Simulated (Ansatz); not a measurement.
`[OH][GaH][O][SiH3]` + HBr → `[SiH3][O][GaH][Br]` + H₂O at 500 K and 1 bar (ligand exchange at a Ga–O bond).

Program: Ansatz. Geometries: PBE0-D4/def2-TZVP. ΔE: electronic, gas phase. CCSD(T)/CBS adds triple-zeta CCSD(T) − MP2 to the extrapolated MP2 energy (def2 sets, frozen cores). This one scheme is used for every species. For Br, Ga outer-core shells are correlated without core-valence functions, which leaves a few kJ/mol of doubt a bond. Scalar relativity is left out up to krypton. Each species was taken in one conformer, which may not be the lowest.

| species | CCSD(T)/CBS energy (Eh) | H − E (kJ/mol) | S (J/(mol·K)) |
| --- | --- | --- | --- |
| `[OH][GaH][O][SiH3]` | -2366.47032 | 177.6 | 422.2 |
| HBr | -2573.91920 | 30.5 | 213.7 |
| `[SiH3][O][GaH][Br]` | -4864.03713 | 142.6 | 439.5 |
| H₂O | -76.37941 | 73.2 | 206.3 |

H − E and S are ideal-gas, rigid-rotor, harmonic terms from PBE0-D4/def2-TZVP, for one conformer and one mirror image of each species. 1 Eh = 2625.50 kJ/mol, R = 8.31446 J/(mol·K).

Problem. By hand: ΔE, ΔH, ΔS and ΔG.

Solution. ΔE = (-4864.03713) + (-76.37941) − (-2366.47032) − (-2573.91920) = -0.02702 Eh = -70.9 kJ/mol. Δ(H − E) = 142.6 + 73.2 − 177.6 − 30.5 = 7.7, so ΔH = -63.2 kJ/mol. ΔS = 439.5 + 206.3 − 422.2 − 213.7 = 9.9 J/(mol·K). ΔG = -63.2 − 500 × (9.9)/1000 = -68.2 kJ/mol.

Problem. By hand: the equilibrium constant, and the temperature at which ΔG would vanish if ΔH and ΔS stayed fixed.

Solution. log₁₀ K = −ΔG/(RT ln 10) = 7.1. ΔH and −TΔS have one sign here, so there is no such temperature.

The number of gas molecules stays the same, so ΔS is small and ΔH decides. A doubt of 5 kJ/mol in ΔE shifts log₁₀ K by 0.5 here. Other conformers and mirror images would add mixing entropy, several J/(mol·K) or more a flexible species. Modes under 60 cm⁻¹, often nearly free rotors, make the harmonic entropy too high. These are equilibria of isolated gas molecules and say nothing of rates. Largest T1 diagnostic: 0.014 (customary marks: 0.02 for closed shells, 0.045 for open ones).

ΔS is within the doubt of such terms, so its sign, and with it that verdict, could turn.
